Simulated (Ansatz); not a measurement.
One change: `C[Si@@H]1N[C@H]1F` becomes `C[C@H]1N[Si@H]1C`.

Ansatz, PBE0-D4/def2-TZVP geometries, multiplicity 1. 

```csv
property,`C[Si@@H]1N[C@H]1F`
size of the dipole moment (B3LYP/def2-TZVPP) / D,3.40
size of the dipole moment (ωB97M-V/def2-TZVPP) / D,3.43
HOMO–LUMO gap (PBE/def2-TZVPP) / eV,5.32
HOMO energy (B3LYP/def2-TZVPP) / eV,-7.12
HOMO energy (ωB97M-V/def2-TZVPP) / eV,-9.57
HOMO energy (PBE/def2-TZVPP) / eV,-6.00
```

Task: What does the change do to each property? (An estimate is asked.)

Result: Ansatz gave: 
```json
{"property": "size of the dipole moment (B3LYP/def2-TZVPP) / D", "`C[C@H]1N[Si@H]1C`": "1.01", "shift": "-2.39"}
{"property": "size of the dipole moment (ωB97M-V/def2-TZVPP) / D", "`C[C@H]1N[Si@H]1C`": "1.06", "shift": "-2.37"}
{"property": "HOMO–LUMO gap (PBE/def2-TZVPP) / eV", "`C[C@H]1N[Si@H]1C`": "4.93", "shift": "-0.39"}
{"property": "HOMO energy (B3LYP/def2-TZVPP) / eV", "`C[C@H]1N[Si@H]1C`": "-6.27", "shift": "0.85"}
{"property": "HOMO energy (ωB97M-V/def2-TZVPP) / eV", "`C[C@H]1N[Si@H]1C`": "-8.73", "shift": "0.84"}
{"property": "HOMO energy (PBE/def2-TZVPP) / eV", "`C[C@H]1N[Si@H]1C`": "-5.26", "shift": "0.74"}
```

With PBE0 the HOMO rises by 0.84 eV and the LUMO rises by 0.35 eV, so the gap narrows by about 0.49 eV. PBE moves the HOMO by 0.74 eV and ωB97M-V by 0.84 eV. Dipoles are sizes alone; their direction can turn.

Positive LUMOs are unbound, so they and the gaps depend on the basis.

B3LYP here is the variant with VWN-RPA as its local correlation; programs differ in this.
